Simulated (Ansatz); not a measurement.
Compare A (`C[SiH2]SCF`) with its isomer B (`FC[SiH2]CS`).

Program: Ansatz. Geometries: PBE0-D4/def2-TZVP. ΔE: electronic, gas phase. CCSD(T)/CBS is the MP2 limit (def2-TZVPP, def2-QZVPP) plus CCSD(T) − MP2 in def2-TZVPP, frozen cores. DFT in def2-TZVPP. B3LYP here is the variant with VWN-RPA as its local correlation; programs differ in this. Each species was taken in one conformer, which may not be the lowest.

A:

```xyz
12

C    -1.314   -1.249    0.003
Si    0.045   -0.550   -1.061
S     1.789    0.003    0.062
C     1.168    1.492    0.857
F     0.266    1.223    1.863
H    -2.178   -1.521   -0.609
H    -1.629   -0.515    0.747
H    -0.967   -2.140    0.530
H     0.540   -1.551   -2.041
H    -0.426    0.668   -1.776
H     0.676    2.141    0.129
H     2.029    1.999    1.296
```

B:

Z-matrix (Å, degrees):
```
C
Si 1 1.891
F 1 1.395 2 109.2
H 1 1.094 2 111.1 3 119.1
H 1 1.095 2 111.9 3 -119.7
C 2 1.876 1 109.3 3 -60.5
H 2 1.489 1 109.4 3 60.9
H 2 1.490 1 108.6 3 -179.9
S 6 1.814 2 111.4 1 -64.6
H 6 1.091 2 113.1 1 169.8
H 6 1.094 2 108.5 1 50.8
H 9 1.343 6 97.2 2 -54.6
```

(1) Which isomer does CCSD(T)/CBS put lower? Give the gap. (Best estimate.)

(2) Give E(B) − E(A) in kcal/mol with CCSD(T)/def2-TZVPP, B2PLYP, ωB97M-V, HF/def2-TZVPP, CCSD/def2-TZVPP, r2SCAN-D4, B3LYP-D4. (An estimate is asked.)

Largest T1 diagnostic: 0.011.

Answers

(1) Computed: A, by 22.6 kcal/mol.

(2) Computed: CCSD(T)/def2-TZVPP 22.1, B2PLYP 22.8, ωB97M-V 22.4, HF/def2-TZVPP 22.4, CCSD/def2-TZVPP 21.8, r2SCAN-D4 24.1, B3LYP-D4 22.5. None reverses the order clearly.
